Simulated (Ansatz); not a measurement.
HCl3HfO, charge +1, doublet, at the geometry of the source list (the multiplicity is a formal guess) (core potentials on Hf); PBE0/def2-SVP in Ansatz (a quantum-chemistry and plane-wave program).

Input for Ansatz:
Ansatz 0.2 input:
```yaml
crystal:
  periodic: [false, false, false]
  atoms:
    - {symbol: Hf, position_ang: [0.35460000, 0.04230000, -0.04600000]}
    - {symbol: Cl, position_ang: [2.29780000, 0.91150000, -0.76000000]}
    - {symbol: Cl, position_ang: [0.77600000, -0.74290000, 2.01020000]}
    - {symbol: Cl, position_ang: [-0.06440000, -1.78010000, -1.28790000]}
    - {symbol: O, position_ang: [-1.23380000, 0.95330000, -0.00490000]}
    - {symbol: H, position_ang: [-2.13020000, 0.61580000, 0.08860000]}
basis:
  gaussian:
    orbitals: def2-SVP
hamiltonian:
  xc: pbe0
total_charge: 1
magnetization: {spin_polarized: true, initial_magnetization: 1}
```

The log (banner, timings and long lists left out):

```
Functional definition: PBE0
979 factors; integrals over basis functions are off by at most 6.7e-4 eV
mean field evaluation 1: about -40897.3733 eV, gradient 4.9e1 eV
mean field evaluation 2: about -40829.9493 eV, gradient 1.2e2 eV
mean field evaluation 4: about -40906.1528 eV, gradient 4.0e0 eV
mean field evaluation 8: about -40906.3496 eV, gradient 1.2e0 eV
mean field evaluation 16: about -40906.3599 eV, gradient 7.1e-3 eV
mean field evaluation 32: about -40906.3599 eV, gradient 5.8e-4 eV
mean field evaluation 64: about -40906.3329 eV, gradient 1.7e0 eV
mean field evaluation 96: about -40906.2847 eV, gradient 1.8e0 eV
mean field -40906.35988077 eV, -1503.2809982917 hartree, gradient 8.6e-6 eV, S^2 0.759881; 8 other end points of the search recorded, 0 dependent functions left out
reference -40906.35993704 eV, -1503.2810003597 hartree; 36, 35 occupied and 69, 70 virtual orbitals, 979 factors
Total energy: -40906.35993704 eV, -1503.2810003597 hartree
```
